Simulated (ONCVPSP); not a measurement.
# gadolinium (Gd): one change to an ONCV potential, before and after

ONCVPSP 4.0.1 input, shortened (lines: element, Z, core and valence counts, functional; n l f; lmax; l rc ep ncon nbas qcut; lloc lpopt rc5 dvloc0; l nproj debl; icmod fcfact rcfact), PBEsol, scalar-relativistic:

```
  Gd 64.00    9    5  -116133      upf
    1    0    2.00
    2    0    2.00
    2    1    6.00
    3    0    2.00
    3    1    6.00
    3    2   10.00
    4    0    2.00
    4    1    6.00
    4    2   10.00
    4    3    7.00
    5    0    2.00
    5    1    6.00
    5    2    1.00
    6    0    2.00
    3
    0    2.40    0.00    5   10    4.30
    1    2.25    0.00    3    7    7.40
    2    2.60    0.00    4    8    4.00
    3    1.40    0.00    5   10   13.40
    4    5    1.15    0.00
    0    3    1.70
    1    2    3.00
    2    3    1.60
    3    2    3.80
    3    5.50    1.55
```

Change: p: ncon 5, nbas 9.

Cutoffs: the cutoffs (Ha) at which the residual kinetic energy of the hardest occupied pseudo-wave falls to 1 and 0.1 mHa per electron; they do not see the model core or the augmentation charge, which bear on the density cutoff. Errors are all-electron minus pseudo energies relative to the spin-unpolarised reference configuration.

Q: Predict the effect on cutoff, ghosts and configuration errors.

A: The potential gets neither clearly harder nor softer (75 Ha and 82 Ha → 75 Ha and 82 Ha); the errors of the 3 common tests hardly move; neither file shows a bound ghost.

```tsv
quantity	base	changed
cutoff, loose	75 Ha	75 Ha
cutoff, tight	82 Ha	82 Ha
loose cutoff by channel	s 6.8 Ha, p 15 Ha, d 7.2 Ha, f 75 Ha	s 6.8 Ha, p 17 Ha, d 7.2 Ha, f 75 Ha
bound ghosts	none	none
GHOST(+) flags under 300 eV	s at 52.8 eV, p at 164.1 eV	s at 52.8 eV, p at 171.0 eV
tests counted as reliable (solved cleanly; for ONCVPSP, near-neutral configurations with less than one 5d electron left out)	3 of 4	3 of 4
error for 4f7 5s2 5p6 5d1 6s1, meV [ΔE 6.67 eV]	-2.4	-2.4
error for 4f7 5s2 5p6 5d1 6s0, meV [ΔE 18.72 eV]	-9.1	-9.3
error for 4f8 5s2 5p6 5d1 6s0, meV [ΔE 4.04 eV]	+89	+78
s: phases at 2.44 bohr within 0.05 rad from the reference energy up to (Ha; the scan ends near 5)	5.0	5.0
p: phases at 2.29 bohr within 0.05 rad from the reference energy up to (Ha; the scan ends near 5)	to the end of the scan	to the end of the scan
d: phases at 2.64 bohr within 0.05 rad from the reference energy up to (Ha; the scan ends near 5)	to the end of the scan	to the end of the scan
f: phases at 1.42 bohr within 0.05 rad from the reference energy up to (Ha; the scan ends near 5)	to the end of the scan	to the end of the scan
rms error of d²Exc/dni dnj with the model core, mHa	2.79	2.82
```
